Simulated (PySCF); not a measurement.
Harmonic spectrum computed at PBE in the def2-SVP basis family (core potentials from Rb on, PySCF, no spin–orbit coupling):

```json
{"ω (cm⁻¹)": "83", "IR (km/mol)": "0.0"}
{"ω (cm⁻¹)": "313", "IR (km/mol)": "0.2"}
{"ω (cm⁻¹)": "323", "IR (km/mol)": "39.8"}
```

Problem. Which molecule gave it? In each, all ligands are bound to the one heavy central atom.
A. HgI₂ (singlet)
B. SI₂ (singlet)
C. GaI₂ (doublet)
D. MnI₂ (sextet)
E. VI₂ (quartet)

Solution. B. It has C2v symmetry with S–I 2.443 Å (×2).
